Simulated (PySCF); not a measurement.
**SMILES C[C@@]1(F)CNC(=O)[C@@H]1F, C₅H₇F₂NO**

Molfile (atoms numbered from 1):
```
C5H7F2NO
     RDKit          3D

 16 16  0  0  0  0  0  0  0  0999 V2000
   -1.3928   -0.9085    0.5683 C   0  0  0  0  0  0  0  0  0  0  0  0
   -0.4981   -0.3442   -0.5252 C   0  0  1  0  0  0  0  0  0  0  0  0
   -1.0052   -0.7205   -1.7490 F   0  0  0  0  0  0  0  0  0  0  0  0
   -0.3666    1.1900   -0.4546 C   0  0  0  0  0  0  0  0  0  0  0  0
    0.7736    1.3640    0.4107 N   0  0  0  0  0  0  0  0  0  0  0  0
    1.5633    0.2812    0.5549 C   0  0  0  0  0  0  0  0  0  0  0  0
    2.5401    0.1858    1.2483 O   0  0  0  0  0  0  0  0  0  0  0  0
    0.9581   -0.8102   -0.3562 C   0  0  2  0  0  0  0  0  0  0  0  0
    1.6184   -0.7646   -1.5621 F   0  0  0  0  0  0  0  0  0  0  0  0
   -2.4025   -0.5222    0.4515 H   0  0  0  0  0  0  0  0  0  0  0  0
   -1.0065   -0.6273    1.5439 H   0  0  0  0  0  0  0  0  0  0  0  0
   -1.4274   -1.9928    0.4942 H   0  0  0  0  0  0  0  0  0  0  0  0
   -0.1816    1.5871   -1.4601 H   0  0  0  0  0  0  0  0  0  0  0  0
   -1.2576    1.6628   -0.0369 H   0  0  0  0  0  0  0  0  0  0  0  0
    1.0035    2.2523    0.8261 H   0  0  0  0  0  0  0  0  0  0  0  0
    1.0739   -1.8239    0.0347 H   0  0  0  0  0  0  0  0  0  0  0  0
  1  2  1  0
  2  3  1  6
  2  4  1  0
  4  5  1  0
  5  6  1  0
  6  7  2  0
  6  8  1  0
  8  9  1  0
  8  2  1  0
  1 10  1  0
  1 11  1  0
  1 12  1  0
  4 13  1  0
  4 14  1  0
  5 15  1  0
  8 16  1  1
M  END
```

Level of theory: PySCF 2.14.0, GIAO KT3/pcSseg-1 magnetisability, rotational g tensor and spin-rotation constants, non-relativistic, gas phase. Geometry: GFN2-xTB.

(1) Give the nuclear spin-rotation constants along the inertial axes (H = +C I·J) beside the isotropic shieldings.

Answers

(1) Rotational constants 2.4923, 1.4669, 1.2449 GHz. A star marks the isotopologue with that one atom substituted, in its own axes.
| atom | isotope | Caa (kHz) | Cbb (kHz) | Ccc (kHz) | mean (kHz) | σ (ppm) |
| --- | --- | --- | --- | --- | --- | --- |
| F3 | 19F | 2.139 | 0.906 | 0.726 | 1.257 | 353.4 |
| N5 | 14N | 0.302 | 0.091 | 0.076 | 0.156 | 140.9 |
| F9 | 19F | 0.933 | 0.962 | 0.674 | 0.857 | 381.7 |
| H10 | 1H | -0.080 | -0.093 | -0.126 | -0.100 | 30.2 |
| H11 | 1H | -0.082 | -0.107 | -0.122 | -0.104 | 30.5 |
| H12 | 1H | -0.244 | -0.114 | -0.027 | -0.128 | 30.3 |
| H13 | 1H | -0.262 | -0.103 | 0.030 | -0.112 | 27.7 |
| H14 | 1H | -0.229 | 0.041 | -0.131 | -0.106 | 28.6 |
| H15 | 1H | -0.087 | -0.086 | -0.106 | -0.093 | 27.5 |
| H16 | 1H | -0.258 | -0.136 | 0.060 | -0.111 | 27.5 |
| C1 | 13C* | 0.427 | 0.211 | 0.178 | 0.272 | 161.4 |
| C2 | 13C* | 0.571 | 0.387 | 0.360 | 0.440 | 89.8 |
| C4 | 13C* | 0.448 | 0.312 | 0.253 | 0.338 | 130.9 |
| C6 | 13C* | 0.842 | 0.547 | 0.435 | 0.608 | 28.9 |
| O7 | 17O* | -1.338 | -0.412 | -0.357 | -0.703 | -52.5 |
| C8 | 13C* | 0.678 | 0.382 | 0.297 | 0.452 | 92.7 |

For the geometry as given, no vibrational averaging.
